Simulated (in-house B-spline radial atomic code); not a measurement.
Configurations of S VI (S5+), with energies counted from [Ne] 3s1. Level of theory: non-relativistic B3LYP, spin-polarised, spherical fractional occupations, exact exchange averaged over the configuration, point nucleus; calculated with a radial B-spline atomic code at the basis-set limit. Shells without spins written out take the highest spin.

Occupations are held fixed; configurations that lie above the ionisation limit could autoionise.

| configuration | E - E(ref) (eV) | highest orbital | its <r> (bohr) |
| --- | --- | --- | --- |
| [Ne] 4s1 | 44.729 | 4s up | 2.824 |
| [Ne] 4p1 | 49.368 | 4p up | 3 |
| [He] 2s2 2p5 3s1 3d1 | 194.76 | 3d up | 1.45 |
| [He] 2s1 2p6 3s1 3p1 | 229.72 | 3p up | 1.406 |
| [He] 2s1 2p6 3s1 3d1 | 248.49 | 3d up | 1.45 |
| [He] 2s1 2p6 3s1 4s1 | 266.95 | 4s up | 2.736 |

Order these further configurations by energy, lowest first.
A. [He] 2s1 2p6 3s1 4f1
B. [He] 2s2 2p5 3s1 4p1
C. [Ne] 4d1
D. [Ne] 3p1
E. [Ne] 3d1

D (12.845 eV), E (30.507 eV), C (55.651 eV), B (217.87 eV), A (280.77 eV).

How far above the reference does [He] 2s1 2p6 3s2 lie?

219.61 eV; its least bound orbital is 3s down with <r> = 1.366 bohr.
